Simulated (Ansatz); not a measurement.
`BC[SiH2]F` + `F[SiH](F)[GeH3]` → `F[SiH2][SiH](F)F` + `B[CH2][GeH3]`  (redistribution)

Calculated with Ansatz (gas phase, PBE0-D4/def2-TZVP geometries, no zero-point term in ΔE). CBS: MP2 limit from def2 TZ/QZ plus the TZ coupled-cluster correction, frozen cores. DFT in def2-TZVPP. For Ge outer-core shells are correlated without core-valence functions, which leaves a few kJ/mol of doubt a bond. Scalar relativity is left out up to krypton. Each species was taken in one conformer, which may not be the lowest.

| level | ΔE (kJ/mol) | difference from CCSD(T)/CBS |
| --- | --- | --- |
| LDA (SPW92) | 46.5 | 3.1 |
| B97M-V | 45.9 | 2.5 |
| PBE0-D4 | 43.9 | 0.5 |
| PBE-QIDH | 44.9 | 1.5 |
| r2SCAN | 47.6 | 4.2 |
| r2SCANh | 47.9 | 4.5 |
| BHLYP | 46.5 | 3.1 |
| CCSD(T)/def2-SVP | 45.1 | 1.7 |
| HF/CBS(def2) | 45.7 | 2.3 |
| CCSD/CBS(def2) | 44.2 | 0.8 |
| CCSD(T)/CBS | 43.4 | 0 |

Largest T1 diagnostic among the species: 0.012.

Leaving LDA and LC-ωPBE aside and taking each functional with its dispersion term where it has one, the values, not all of them listed here, spread over 9.5 kJ/mol, from revPBE-D4 to ωB97M-V. LDA lies +4.2 kJ/mol from PBE without D4. From BLYP to BHLYP (50 % exact exchange), in def2-TZVPP and without D4, ΔE moves by +3.9 kJ/mol.
